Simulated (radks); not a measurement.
Valence configurations of Rh+ (all share [Kr]). Calculated with a radial shooting solver on a logarithmic mesh with Libxc functionals: scalar-relativistic Kohn-Sham, r2SCAN, spin-polarised, spherical densities, finite nucleus; open shells are filled with parallel spins first (spin-orbit coupling, left out, can overturn this in heavy ions); meta-GGA in the generalised Kohn-Sham scheme; Fermi nuclear charge, rms radius 4.4945 fm. Energies are relative to 4d8; eigenvalues in eV for spin up.

valence      E (eV)  moment (Bohr magnetons)    e(4d)    e(5p)    e(5s)
4d8           0.000                        2  -14.395        -        -
4d7 5s1       1.973                        4  -18.114        -  -13.069
4d7.5 5p0.5   3.560                        3  -16.905   -7.089        -
4d6 5s2       6.691                        4  -21.998        -  -14.150
4d7 5p1       7.459                        4  -19.379   -8.174        -
4d6 5s1 5p1  10.233                        6  -23.131   -9.462  -15.673
4d6.5 5p1.5  11.727                        5  -21.841   -9.178        -
4d6 5p2      16.370                        6  -24.298  -10.080        -
4d4 5p4      49.386                        6  -33.960  -12.959        -
4d3 5p5      74.018                        4  -38.292  -13.877        -

NIST lists [Kr] 4d8 as the ground configuration; this level of theory agrees among the configurations tried. The energies are those of spherical high-spin densities, not of single terms.
